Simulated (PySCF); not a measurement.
Ge: ionisation energy

Ge [Ar] 3d10 4s2 4p2 (3P) → Ge+ [Ar] 3d10 4s2 4p1 (2P), as a difference of total energies. All numbers are calculated (PySCF 2.14, scalar relativity by spin-free X2C-1e, in aug-cc-pVQZ-DK (8s7p5d3f2g, 93 functions)). Correlated levels: valence: [Ar] 3d10 frozen. The calculations carry no spin-orbit coupling.

```
           method  ionisation energy (eV)  error (eV)
              UHF                   7.402      -0.523
    MP2 (valence)                   7.781      -0.144
SCS-MP2 (valence)                   7.703      -0.222
   CCSD (valence)                   7.796      -0.129
CCSD(T) (valence)                   7.829      -0.096
```

Reference: 7.925 eV (measured; NIST levels, between the centres of gravity of the two terms).

Errors of the correlated levels include the incompleteness of this basis and the frozen core.
